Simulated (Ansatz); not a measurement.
# An elementary step

Start structure (AlSiH4ClF2, closed shell), relaxed at PBE0-D4/def2-TZVP:

```
atom    x (Å)    y (Å)    z (Å)
 Al1  -1.1738  -0.4240  -0.3493
 Si2   1.1738   0.1130  -0.7322
  F3  -1.6297  -1.9847  -0.0673
  F4  -2.3567   0.6194  -0.8337
  H5   0.0566   0.6154   2.1206
 Cl6  -1.1941   0.3104   2.1536
  H7   1.3820   1.1964  -1.7300
  H8   1.9977  -1.0618  -1.1242
  H9   1.7442   0.6160   0.5625
```

The step: AlSiH₄ClF₂ ([F][Al]([F])([SiH3])[ClH]) → AlSiH₂ClF₂ ([F][Al]([F])([SiH2])[Cl]) + H₂; bonds formed: Si2–H5, H5–H9; dative contacts that become bonds: Al1–Cl6; bonds broken: Si2–H9, H5–Cl6. Computed with Ansatz 0.2.0 (basis: def2-TZVPP and def2-QZVPP); correlated methods freeze the cores. Extrapolation: Hartree–Fock as exp(−7.88 √X), correlation as X^−2.97. Energies below are by CCSD(T) at an estimated basis limit (MP2 extrapolated from triple and quadruple zeta, plus CCSD(T) − MP2 in triple zeta).

Q: What are the electronic barrier and the energy of the step, from the start structure to the end structure? (Judge from chemistry; the value comes from the calculation.)

A: Computed: Barrier 9.80 kcal/mol; step energy 2.47 kcal/mol (uphill); reverse barrier, their difference, 7.33 kcal/mol. Barrier and step energy count from the start structure, the reverse barrier from the end structure.

The saddle point: One imaginary mode of 510i cm⁻¹.
```
   pair  start (Å)  saddle (Å)  end (Å)
Al1–Cl6       2.61        2.28     2.14
 Si2–H5       3.10        2.01     1.81
  H5–H9       2.30        0.97     0.80
 Si2–H9       1.50        1.64     1.83
 H5–Cl6       1.29        1.65     2.52
```

Zero-point energy (harmonic, PBE0-D4): ZPE is 23.95 kcal/mol at the start and 23.22 kcal/mol at the saddle, so the barrier goes from 9.80 to 9.07 kcal/mol.

No T1 diagnostic of these runs exceeds 0.013. The start structure is not quite a true minimum (one mode of 42i cm⁻¹).

Labels in which every atom is bracketed show which atoms are joined, not bond orders.

For scale, one of the runs: CCSD(T)/def2-TZVPP, 244 basis functions, launched by `ansatz run in.yaml --threads 4 --pin off --events-out ev --progress --plain --max-ram 9574MiB`. Hardware: 4 CPU threads of an AMD EPYC 7R43, shared host. Wall time 2.5 min; peak host memory 4.6 GiB.
